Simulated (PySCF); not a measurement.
# Cost of excited-state runs on 4-isopropyl styrene (C1(C(C)C)=CC=C(C=C)C=C1, C11H14)

Cartesian coordinates in Å; atom numbers follow the order of the lines, from 1:
```xyz
25

C     4.337   -0.868    0.565
C     3.521   -0.276   -0.315
C     2.071   -0.082   -0.192
C     1.321   -0.559    0.896
C    -0.049   -0.349    0.969
C    -0.735    0.346   -0.039
C    -2.230    0.565    0.037
C    -2.992   -0.758   -0.043
C    -2.626    1.362    1.280
C     0.010    0.820   -1.121
C     1.384    0.610   -1.198
H     3.977   -1.282    1.511
H     5.407   -0.956    0.365
H     3.957    0.120   -1.239
H     1.818   -1.108    1.699
H    -0.599   -0.737    1.830
H    -2.509    1.164   -0.846
H    -2.737   -1.310   -0.959
H    -4.080   -0.585   -0.037
H    -2.754   -1.407    0.815
H    -2.081    2.317    1.331
H    -2.407    0.802    2.202
H    -3.705    1.582    1.275
H    -0.499    1.365   -1.922
H     1.942    0.993   -2.057
```

PySCF with density fitting, on 1 thread of an Arm Neoverse V1, shared host. Command: `OMP_NUM_THREADS=1 python excited_run.py task.json out`

(1) How long does each of these runs take, and how much memory?
- excited states, CAM-B3LYP/def2-SVP; Tamm-Dancoff; spin-orbit couplings; 6 states; 5 triplets; quadratic response for 4 states; IEF-PCM dichloromethane
- excited states, CAM-B3LYP/def2-SVP; Tamm-Dancoff; spin-orbit couplings; 6 states; 5 triplets; quadratic response for 4 states

Results:

(1) 
| run | level | basis functions | wall time | peak memory (GiB) |
| --- | --- | --- | --- | --- |
| excited states | CAM-B3LYP/def2-SVP | 224 | 99 s | 1.3 |
| excited states | CAM-B3LYP/def2-SVP | 224 | 94 s | 1.2 |

Times from a shared host are rough.
